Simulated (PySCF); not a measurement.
Computed shifts of a molecule C3H6FNSi, B3LYP/pcSseg-1 (PySCF), GIAO, gas phase, atoms alike by connectivity averaged where their shifts nearly agree, in ppm (number of nuclei): ¹⁹F: -110.9 (1). ¹³C: 162.2 (1), 126.1 (1), 59.6 (1). ¹⁵N: 23.8 (1). ²⁹Si: -25.5 (1). ¹H: 7.23 (1), 6.09 (2), 4.83 (2), 0.31 (1). References: ¹⁹F against CFCl3 (σ = 161.7 ppm); ¹³C against TMS (σ = 181.3 ppm); ¹⁵N against NH3 (σ = 265.5 ppm); ²⁹Si against TMS (σ = 338.7 ppm); ¹H against TMS (σ = 31.68 ppm), references at their B3LYP-D3(BJ)/def2-TZVP geometries, non-relativistic. Geometry: r2SCAN-D4/def2-SVP. One conformer was computed; it need not be the lowest.

Problem. Which structure fits?
A) NCC#C[SiH2]F
B) C[Si@]1(F)C=NC1
C) C#C[Si@H](F)CN
D) F/C=C1/CN[SiH2]1

Solution. D, F/C=C1/CN[SiH2]1
